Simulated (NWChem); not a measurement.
The numbers come from NWChem runs, not from measurements. System: boron oxyfluoride (BFO), charge 0, spin multiplicity 1, at a geometry optimised with PBE0/def2-SVP. Level: RI-MP2/cc-pVTZ, 3 core orbitals frozen.

Input file:

```
start mol
memory heap 200 mb stack 900 mb global 1100 mb
geometry units angstroms nocenter noautoz
  F      0.000000     0.000000    -1.196212
  B      0.000000     0.000000     0.086519
  O      0.000000     0.000000     1.291664
  symmetry group C2v
end
basis spherical
  * library cc-pvtz
end
basis "ri-mp2 basis" spherical
  * library cc-pvtz-ri
end
scf
  rhf
  nopen 0
  maxiter 100
  thresh 1e-7
  semidirect memsize 60000000 filesize 0
end
mp2
  freeze core 3
end
task rimp2 energy
```

Output (cleaned and shortened):

```
             Northwest Computational Chemistry Package (NWChem) 7.3.0
             --------------------------------------------------------

                                NWChem Input Module
                                -------------------

 Scaling coordinates for geometry "geometry" by  1.889725989
 (inverse scale =  0.529177249)

 Turning off AUTOSYM since
 SYMMETRY directive was detected!

                             Geometry "geometry" -> ""
                             -------------------------

 Output coordinates in angstroms (scale by  1.889725989 to convert to a.u.)

  No.       Tag          Charge          X              Y              Z
 ---- ---------------- ---------- -------------- -------------- --------------
    1 F                    9.0000     0.00000000     0.00000000    -1.19621200
    2 B                    5.0000     0.00000000     0.00000000     0.08651900
    3 O                    8.0000     0.00000000     0.00000000     1.29166400

 Effective nuclear repulsion energy (a.u.)      51.4427896179

            Nuclear Dipole moment (a.u.)
            ----------------------------
        X                 Y               Z
 ---------------- ---------------- ----------------
     0.0000000000     0.0000000000    -0.0000018897

      Symmetry information
      --------------------

 Group name             C2v
 Group number             16
 Group order               4
 No. of unique centers     3

      Symmetry unique atoms

     1    2    3


 Summary of "ao basis" -> "" (spherical)
 ------------------------------------------------------------------------------
       Tag                 Description            Shells   Functions and Types
 ---------------- ------------------------------  ------  ---------------------
 *                          cc-pvtz                   on all atoms

 Summary of "ri-mp2 basis" -> "" (spherical)
 ------------------------------------------------------------------------------
       Tag                 Description            Shells   Functions and Types
 ---------------- ------------------------------  ------  ---------------------
 *                         cc-pvtz-ri                 on all atoms

 Summary of "ao basis" -> "ao basis" (spherical)
 ------------------------------------------------------------------------------
       Tag                 Description            Shells   Functions and Types
 ---------------- ------------------------------  ------  ---------------------
 F                          cc-pvtz                 10       30   4s3p2d1f
 B                          cc-pvtz                 10       30   4s3p2d1f
 O                          cc-pvtz                 10       30   4s3p2d1f

                                 NWChem SCF Module
                                 -----------------

  ao basis        = "ao basis"
  functions       =    90
  atoms           =     3
  closed shells   =    11
  open shells     =     0
  charge          =   0.00
  wavefunction    = RHF
  use symmetry    = T
  symmetry adapt  = T

 Summary of "ao basis" -> "ao basis" (spherical)
 ------------------------------------------------------------------------------
       Tag                 Description            Shells   Functions and Types
 ---------------- ------------------------------  ------  ---------------------
 F                          cc-pvtz                 10       30   4s3p2d1f
 B                          cc-pvtz                 10       30   4s3p2d1f
 O                          cc-pvtz                 10       30   4s3p2d1f
[...]
 Vector   13  Occ=0.000000D+00  E= 1.658023D-01  Symmetry=b2
              MO Center=  1.0D-33,  4.6D-18,  5.0D-02, r^2= 4.5D+00
   Bfn.  Coefficient  Atom+Function         Bfn.  Coefficient  Atom+Function
  ----- ------------  ---------------      ----- ------------  ---------------
    42      1.110988  2 B  py                72     -0.413710  3 O  py
    12     -0.230964  1 F  py

 Vector   14  Occ=0.000000D+00  E= 1.658023D-01  Symmetry=b1
              MO Center= -3.1D-18, -5.9D-33,  5.0D-02, r^2= 4.5D+00
   Bfn.  Coefficient  Atom+Function         Bfn.  Coefficient  Atom+Function
  ----- ------------  ---------------      ----- ------------  ---------------
    41      1.110988  2 B  px                71     -0.413710  3 O  px
    11     -0.230964  1 F  px

 center of mass
 --------------
 x =   0.00000000 y =   0.00000000 z =  -0.04574315

 moments of inertia (a.u.)
 ------------------
         192.575171696631           0.000000000000           0.000000000000
           0.000000000000         192.575171696631           0.000000000000
           0.000000000000           0.000000000000           0.000000000000

  Mulliken analysis of the total density
  --------------------------------------

    Atom       Charge   Shell Charges
 -----------   ------   -------------------------------------------------------
    1 F    9     9.22   1.95  1.07  0.26  0.60  1.54  2.50  1.28  0.00  0.01  0.00
    2 B    5     4.49   1.96  0.59  0.14  0.04  0.63  0.66  0.13  0.14  0.16  0.05
    3 O    8     8.29   1.95  1.02  0.24  0.51  1.24  2.13  1.19  0.00  0.02  0.00

       Multipole analysis of the density wrt the origin
       ------------------------------------------------

     L   x y z        total         open         nuclear
     -   - - -        -----         ----         -------
     0   0 0 0     -0.000000      0.000000     22.000000

     1   1 0 0      0.000000      0.000000      0.000000
     1   0 1 0     -0.000000      0.000000      0.000000
     1   0 0 1     -0.936147      0.000000     -0.000002

     2   2 0 0    -10.451929      0.000000      0.000000
     2   1 1 0     -0.000000      0.000000      0.000000
     2   1 0 1     -0.000000      0.000000      0.000000
     2   0 2 0    -10.451929      0.000000      0.000000
     2   0 1 1      0.000000      0.000000      0.000000
     2   0 0 2    -15.310027      0.000000     93.786516

                               NWChem RI-MP2 Module
                               --------------------

 Summary of "ri-mp2 basis" -> "ri-mp2 basis" (spherical)
 ------------------------------------------------------------------------------
       Tag                 Description            Shells   Functions and Types
 ---------------- ------------------------------  ------  ---------------------
 F                         cc-pvtz-ri               23       81   8s6p5d3f1g
 B                         cc-pvtz-ri               23       81   8s6p5d3f1g
 O                         cc-pvtz-ri               23       81   8s6p5d3f1g

 SCF Reference Information:
            File: './mol.movecs'
           Title: ''
    Size (AOxMO):     90 x     90
       Total Occ:              22.00
 RI-MP2 Calculation Information:
          Nr. of AO basis functions:         90
     Nr. of fitting basis functions:        243
               Nr. of MO spin cases:          1
        Nr. of MOs to be correlated:         87
     Nr. of occupied MOs correlated:          8
      Nr. of virtual MOs correlated:         79

          RI integral approximation: 'V'
    Threshold for Schwarz screening:  1.000E-09
 Smallest eigenvalue retained in fit  1.000E-08
    Type of storage for MO integrals 'EAF library'

 Transformation block size    8, requiring     1 integral passes.
 XForm_3cInts: Completed     1:    8 pass.
 Energy evaluation using block sizes     8    8
 RIMP2_V_E2: Approx. ints. done (    1:    8,    1:    8)
 RIMP2_V_E2: Copy to B done (    1:    8,    1:    8)
 RIMP2_V_E2: Denominators done (    1:    8,    1:    8)
 RIMP2_V_E2: Completed block (    1:    8,    1:    8)

          -------------------------------------------
          SCF energy                -199.155580226982
          Correlation energy          -0.570512824731
          Total MP2 energy          -199.726093051713
          -------------------------------------------

 -----------------------
 Performance information
 -----------------------

 Timer overhead =  1.87D-07 seconds/call

               Nr. of calls         CPU time (s)                 Wall time (s)                GFlops
             ---------------    -------------------     ------------------------------   -------------------
Name         Min   Avg   Max    Min     Avg     Max     Min     Avg     Max   Mx/calls   Min     Max     Sum
Overall       1     1     1    2.0     2.0     2.0      2.0     2.0     2.0     2.0      0.0     0.0     0.0
3c integr     1     1     1   0.45    0.45    0.45     0.45    0.45    0.45    0.45      0.0     0.0     0.0
Energy        1     1     1   7.59E-2 7.59E-2 7.59E-2  7.59E-2 7.59E-2 7.59E-2 7.59E-2   0.0     0.0     0.0
3c integr     1     1     1   0.44    0.44    0.44     0.44    0.44    0.44    0.44      0.0     0.0     0.0
First 2/3     3     3     3   4.62E-3 4.62E-3 4.62E-3  4.62E-3 4.62E-3 4.62E-3 1.54E-3   0.0     0.0     0.0
Final 1/3     1     1     1   3.98E-3 3.98E-3 3.98E-3  3.98E-3 3.98E-3 3.98E-3 3.98E-3   0.0     0.0     0.0
Write 3c      1     1     1   4.98E-4 4.98E-4 4.98E-4  4.98E-4 4.98E-4 4.98E-4 4.98E-4   0.0     0.0     0.0
Read 3c i     1     1     1   3.15E-4 3.15E-4 3.15E-4  3.15E-4 3.15E-4 3.15E-4 3.15E-4   0.0     0.0     0.0
Fitting b     1     1     1   2.62E-2 2.62E-2 2.62E-2  2.62E-2 2.62E-2 2.62E-2 2.62E-2   0.0     0.0     0.0
Schwarz i     1     1     1   1.47E-2 1.47E-2 1.47E-2  1.47E-2 1.47E-2 1.47E-2 1.47E-2   0.0     0.0     0.0
Form 4ci      1     1     1   9.88E-3 9.88E-3 9.88E-3  9.88E-3 9.88E-3 9.88E-3 9.88E-3   0.0     0.0     0.0
Form A &      1     1     1   6.26E-2 6.26E-2 6.26E-2  6.26E-2 6.26E-2 6.26E-2 6.26E-2   0.0     0.0     0.0
Denominat     1     1     1   2.93E-4 2.93E-4 2.93E-4  2.93E-4 2.93E-4 2.93E-4 2.93E-4   0.0     0.0     0.0
Pair Ener     1     1     1   1.72E-3 1.72E-3 1.72E-3  1.72E-3 1.72E-3 1.72E-3 1.72E-3   0.0     0.0     0.0

 The average no. of pstat calls per process was 1.60D+01
 with a timing overhead of 2.99D-06s

 Task  times  cpu:        2.0s     wall:        2.0s

 Total times  cpu:        2.0s     wall:        2.0s
```
